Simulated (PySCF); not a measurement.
2,4-dimethyl-2-pentene, C₇H₁₄.
SMILES with atom numbers: `[CH3:1][C:2]([CH3:3])=[CH:4][CH:5]([CH3:6])[CH3:7]` (hydrogens: H8, H9, H10 on C1; H11, H12, H13 on C3; H14 on C4; H15 on C5; H16, H17, H18 on C6; H19, H20, H21 on C7)

The same species was optimised twice, with GFN2-xTB and with PBE0-D3(BJ)/def2-SVP (PySCF), and the same property calculations (PySCF, gas phase) were run on both structures.

```json
{"coordinate": "C2=C4 (Å)", "GFN2-xTB": "1.327", "PBE0-D3(BJ)/def2-SVP": "1.343", "change": "+0.016"}
{"coordinate": "C1–C2 (Å)", "GFN2-xTB": "1.503", "PBE0-D3(BJ)/def2-SVP": "1.501", "change": "-0.002"}
{"coordinate": "C5–C6 (Å)", "GFN2-xTB": "1.530", "PBE0-D3(BJ)/def2-SVP": "1.529", "change": "-0.001"}
{"coordinate": "C5–C7 (Å)", "GFN2-xTB": "1.531", "PBE0-D3(BJ)/def2-SVP": "1.529", "change": "-0.002"}
{"coordinate": "C2–C3 (Å)", "GFN2-xTB": "1.500", "PBE0-D3(BJ)/def2-SVP": "1.500", "change": "0.000"}
{"coordinate": "C4–C5 (Å)", "GFN2-xTB": "1.501", "PBE0-D3(BJ)/def2-SVP": "1.501", "change": "0.000"}
{"coordinate": "C1–C2–C3 (°)", "GFN2-xTB": "113.3", "PBE0-D3(BJ)/def2-SVP": "114.4", "change": "+1.1"}
{"coordinate": "C3–C2–C4 (°)", "GFN2-xTB": "125.7", "PBE0-D3(BJ)/def2-SVP": "124.7", "change": "-1.0"}
{"coordinate": "C4–C5–C7 (°)", "GFN2-xTB": "109.6", "PBE0-D3(BJ)/def2-SVP": "110.5", "change": "+0.9"}
{"coordinate": "C4–C5–C6 (°)", "GFN2-xTB": "109.7", "PBE0-D3(BJ)/def2-SVP": "110.5", "change": "+0.8"}
{"coordinate": "C6–C5–C7 (°)", "GFN2-xTB": "110.2", "PBE0-D3(BJ)/def2-SVP": "111.0", "change": "+0.8"}
{"coordinate": "C1–C2–C4 (°)", "GFN2-xTB": "121.1", "PBE0-D3(BJ)/def2-SVP": "120.9", "change": "-0.2"}
{"coordinate": "C2–C4–C5 (°)", "GFN2-xTB": "128.7", "PBE0-D3(BJ)/def2-SVP": "128.7", "change": "0.0"}
{"coordinate": "C2–C4–C5–C6 (°)", "GFN2-xTB": "120", "PBE0-D3(BJ)/def2-SVP": "119", "change": "-1"}
```

Rotational constants: A = 4263, B = 1359, C = 1341 MHz (GFN2-xTB) against A = 4217, B = 1350, C = 1332 MHz (PBE0-D3(BJ)/def2-SVP). Point groups within 0.08 Å: Cs and Cs.

On the GFN2-xTB structure: HOMO (eV) -6.68 [PBE0/pcSseg-1]; LUMO (eV) 0.88 [PBE0/pcSseg-1]; dipole (D) 0.37 [PBE0/pcSseg-1]; GIAO shielding of C1 (ppm) 157.7 [PBE0/pcSseg-1]; GIAO shielding of C2 (ppm) 51.1 [PBE0/pcSseg-1]; GIAO shielding of C3 (ppm) 166.9 [PBE0/pcSseg-1]; GIAO shielding of C4 (ppm) 46.2 [PBE0/pcSseg-1]; GIAO shielding of C5 (ppm) 154.7 [PBE0/pcSseg-1]; GIAO shielding of C6/C7 (mean) (ppm) 161.5 [PBE0/pcSseg-1].

Task: What do these properties become on the PBE0-D3(BJ)/def2-SVP structure?

Result: 
| property | level | on GFN2-xTB | on PBE0-D3(BJ)/def2-SVP | change |
| --- | --- | --- | --- | --- |
| HOMO (eV) | PBE0/pcSseg-1 | -6.68 | -6.65 | +0.03 |
| LUMO (eV) | PBE0/pcSseg-1 | 0.88 | 0.73 | -0.15 |
| dipole (D) | PBE0/pcSseg-1 | 0.37 | 0.39 | +0.02 |
| energy, GFN2-xTB geometry as zero (kcal/mol) | PBE0/pcSseg-1 | 0.0 | -0.6 | -0.6 |
| GIAO shielding of C1 (ppm) | PBE0/pcSseg-1 | 157.7 | 156.0 | -1.7 |
| GIAO shielding of C2 (ppm) | PBE0/pcSseg-1 | 51.1 | 48.3 | -2.8 |
| GIAO shielding of C3 (ppm) | PBE0/pcSseg-1 | 166.9 | 165.3 | -1.6 |
| GIAO shielding of C4 (ppm) | PBE0/pcSseg-1 | 46.2 | 43.0 | -3.2 |
| GIAO shielding of C5 (ppm) | PBE0/pcSseg-1 | 154.7 | 154.1 | -0.6 |
| GIAO shielding of C6/C7 (mean) (ppm) | PBE0/pcSseg-1 | 161.5 | 159.6 | -1.9 |

The heavy atoms differ by 0.016 Å rms after alignment. Among bonds between heavy atoms C2=C4 changes most (+0.016 Å). Changes are differences of the printed values. Neither structure is proved a minimum here.

Conformer computed: `[CH3:1][C:2]([CH3:3])=[CH:4][CH:5]([CH3:6])[CH3:7]`: C2–C4–C5–C6 119°.
